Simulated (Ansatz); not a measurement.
This geometry of F₃H₄NOZr (10 atoms, charge 0, multiplicity 1) is a first-order saddle point.

Method: RKS B3LYP/def2-SVP (Ansatz).

```xyz
10
Properties=species:S:1:pos:R:3
Zr 0.256 -0.302 -0.081
O 0.401 0.055 2.118
H -0.223 0.371 2.783
F 1.664 0.880 -0.605
F -1.518 0.425 0.024
F -0.024 -1.367 -1.655
N 0.922 -2.044 1.111
H 0.329 -2.878 1.114
H 1.885 -2.375 1.012
H 0.666 -1.043 2.080
```

(1) Which two structures does it join? (They come from a converged band through this point; their orientation in space is the band's.)

(2) How far does it lie above each of them?

Answers

(1) Bonds broken: N7–H10. Bonds formed: O2–H10.

Image 0:

```xyz
10
Properties=species:S:1:pos:R:3
Zr 0.000 -0.112 0.191
O -0.417 0.091 2.085
H -0.897 0.625 2.724
F 1.789 0.392 -0.351
F -0.977 1.372 -0.551
F -0.893 -1.562 -0.731
N 1.294 -2.053 1.032
H 0.964 -2.935 0.635
H 2.290 -1.971 0.816
H 1.206 -2.124 2.049
```

Image 6:

```xyz
10
Properties=species:S:1:pos:R:3
Zr 0.194 -0.622 -0.047
O 0.338 -0.089 2.304
H 0.797 0.762 2.383
F 1.260 1.004 0.046
F -1.652 -0.442 0.539
F 0.038 -0.964 -1.928
N 1.134 -2.329 0.545
H 1.385 -3.101 -0.072
H 1.430 -2.552 1.494
H -0.564 0.053 2.636
```

(2) 121.6 kJ/mol above the first and 28.7 kJ/mol above the second. This is the barrier of this one path; another mechanism may lie lower. The orbitals stay closed-shell, which can raise the energy where a bond breaks towards radicals; this wasn't checked here.

The run took 3.9 min on 4 threads of Arm Neoverse V2, with other jobs on the host, peak memory 0.29 GiB.
